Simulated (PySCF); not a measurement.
Some computed properties have been withheld. Give your best values.

Compound: C4H8O4Si.
SMILES: `CC(=O)O[SiH2]OC(C)=O`

Conformer (atom-mapped SMILES and torsion angles): `[CH3:1][C:2](=[O:3])[O:4][SiH2:5][O:6][C:7]([CH3:8])=[O:9]`: C1–C2–O4–Si5 179°, C2–O4–Si5–O6 -179°, O4–Si5–O6–C7 179°, Si5–O6–C7–C8 -179°.

```tsv
property	level	value
rotational constants A, B, C	PBE0-D3(BJ)/def2-SVP	4.621, 0.609, 0.545 GHz
dipole moment	CAM-B3LYP/def2-SVPD	3.54 D
HOMO energy	CAM-B3LYP/def2-SVPD	-9.90 eV
LUMO energy	CAM-B3LYP/def2-SVPD	?
lowest singlet excitation	TDDFT CAM-B3LYP/def2-SVPD	5.92 eV (210 nm, f = 0.001 summed over 2 states within 0.01 eV)
lowest triplet excitation (Tamm–Dancoff)	TDA CAM-B3LYP/def2-SVPD	?
static isotropic polarisability	CAM-B3LYP/def2-SVPD	84.6 au
vertical ionisation energy	ΔSCF CAM-B3LYP/def2-SVPD	?
electronic spatial extent ⟨r²⟩ about the centre of nuclear charge	CAM-B3LYP/def2-SVPD	1999 bohr²
13C chemical shifts (computed TMS as zero) by class	GIAO KT3/pcSseg-1	166.3 (2 C), 20.8 (2 C) ppm
1H chemical shifts (computed TMS as zero) by class	GIAO KT3/pcSseg-1	5.37 (2 H), 2.04 (6 H) ppm
isotropic shieldings of nuclei other than C and H, by class	GIAO KT3/pcSseg-1	-111 (2 O), 108 (2 O), 388 (1 Si) ppm
```

The electronic properties come from PySCF, for the isolated species, density fitting. The structure is a single PBE0-D3(BJ)/def2-SVP conformer in the gas phase; no vibrational or solvent corrections. NMR classes are plain means over equivalent atoms (diastereotopic ones count apart unless rotation or inversion swaps them), as if these changed places fast; in this geometry the members of some classes differ.

(1) What is the LUMO energy?

(2) The vertical ionisation energy?

(3) What is the lowest triplet excitation (Tamm–Dancoff)?

Answers

(1) 0.84 eV.

(2) 10.66 eV.

(3) 5.41 eV.

The dipole equals about 11.8 × 10⁻³⁰ C·m (1 D = 3.33564 × 10⁻³⁰ C·m). The principal polarisabilities are 65.7, 82.9 and 105.1 au; their mean is the isotropic value. The vertical singlet–triplet gap S1 − T1 is 0.51 eV (TDDFT singlet less Tamm–Dancoff triplet).
